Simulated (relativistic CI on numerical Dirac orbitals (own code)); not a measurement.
# d8 in a ligand field

Computed with a parametric ligand-field model of a d^n configuration (Racah B and C, spin-orbit zeta, crystal field), exact diagonalisation.

Field parameters in Wybourne normalisation: Oh B⁴₀ = 21Dq, B⁴₄ = √(5/14) B⁴₀. The field is a parameter set, without covalency.

B = 690 cm⁻¹, C = 2450 cm⁻¹ (C/B = 3.55), Oh, no spin-orbit coupling. Tanabe-Sugano data, E/B above the lowest term (Δ = |10Dq|; b, c mark the second and third term of a kind):

```tsv
Δ/B	3A2	3T2	3T1	1E	1T2	1A1
1.0	0.00	1.00	1.79	12.83	13.50	19.87
5.0	0.00	5.00	8.68	14.10	18.52	22.32
9.0	0.00	9.00	15.00	14.49	23.02	23.99
13.0	0.00	13.00	20.68	14.66	27.29	25.15
17.0	0.00	17.00	25.79	14.76	31.46	25.98
21.0	0.00	21.00	30.51	14.82	35.57	26.59
25.0	0.00	25.00	35.00	14.87	39.65	27.05
29.0	0.00	29.00	39.34	14.90	43.71	27.42
33.0	0.00	33.00	43.58	14.92	47.75	27.71
37.0	0.00	37.00	47.77	14.94	51.79	27.94
41.0	0.00	41.00	51.91	14.96	55.82	28.14
45.0	0.00	45.00	56.03	14.97	59.84	28.31
```

The ground term stays 3A2.
